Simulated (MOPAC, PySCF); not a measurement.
H5BSi, SMILES `B[SiH3]`, neutral singlet in the gas phase. 

Cartesian coordinates (Å):
```xyz
7

B      1.1978     0.0353    -0.0617
Si    -0.8113     0.0026     0.0031
H      1.8232     1.0274     0.1333
H      1.8056    -0.9689    -0.2548
H     -1.3846    -0.9187    -1.0038
H     -1.1767    -0.5122     1.3474
H     -1.4389     1.3317    -0.1629
```
Charge 0, spin multiplicity 1.

All levels are single points at this geometry (M06-2X/def2-TZVP); Pople sets use spherical d functions. Orbital energies aren't observables, and empty levels follow the basis.

PM7 in MOPAC gives dipole (D) = 0.48.

Estimate the dipole (D) from each of these levels: M06-2X/def2-TZVP in PySCF; B3LYP/6-31G* in PySCF; B3LYP/LANL2DZ in PySCF; M06-2X/6-31G* in PySCF; HF/3-21G in PySCF; HF/STO-3G in PySCF; AM1 in MOPAC; PM3 in MOPAC.


```
level                      dipole (D)
-------------------------  ----------
M06-2X/def2-TZVP in PySCF        0.37
B3LYP/6-31G* in PySCF            0.43
B3LYP/LANL2DZ in PySCF           0.33
M06-2X/6-31G* in PySCF           0.43
HF/3-21G in PySCF                0.45
HF/STO-3G in PySCF               0.21
AM1 in MOPAC                     0.18
PM3 in MOPAC                     0.56
```
